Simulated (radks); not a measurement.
Task: Species: the platinum ion Pt7+. Configuration: [Xe] 4f14 5d3 (the NIST ground configuration). All-electron calculation, Dirac Kohn-Sham, BLYP, spin-unpolarised, spherical densities, finite nucleus; open shells fill j = l - 1/2 first; Fermi nuclear charge, rms radius 5.427 fm. Program: a radial shooting solver on a logarithmic mesh with Libxc functionals.

Spin-orbit splittings of the eigenvalues, e(l+1/2) - e(l-1/2), with zeta = 2 splitting/(2l+1) and mean radii in bohr:

| shell | occ. | splitting (eV) | zeta (eV) | <r> j=l-1/2 | <r> j=l+1/2 |
|---|---|---|---|---|---|
| 2p | 6 | 1729 | 1153 | 0.05906 | 0.06749 |
| 3p | 6 | 380.2 | 253.5 | 0.1768 | 0.1923 |
| 3d | 10 | 81.97 | 32.79 | 0.1676 | 0.1723 |
| 4p | 6 | 90.64 | 60.42 | 0.4178 | 0.4516 |
| 4d | 10 | 16.87 | 6.747 | 0.4614 | 0.4726 |
| 4f | 14 | ? | ? | 0.5088 | 0.5158 |
| 5p | 6 | 16.45 | 10.96 | 0.9982 | 1.078 |
| 5d | 3 | 2.217 | 0.8868 | 1.293 | 1.321 |

Estimate the 4f splitting.

Result: 3.484 eV (zeta = 0.9954 eV).
